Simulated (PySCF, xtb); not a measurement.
C3H2BrCl, SMILES C(Br)=C=CCl.

Harmonic wavenumbers (cm⁻¹) from GFN2-xTB in xtb at its own minimum, in rising order: 74, 157, 233, 387, 475, 613, 670, 727, 808, 1108, 1144, 1304, 2030, 3057, 3072.

### Question
What does PBE-D3(BJ)/def2-SVP in PySCF give at its own minimum? (The exact figures need the calculation; the answer reports its results.)

### Answer
77, 166, 246, 407, 495, 653, 705, 750, 807, 1087, 1164, 1293, 2000, 3111, 3123. Paired by order, the mean absolute difference is 23 cm⁻¹ and the zero-point energies are 22.7 and 23.0 kcal/mol.
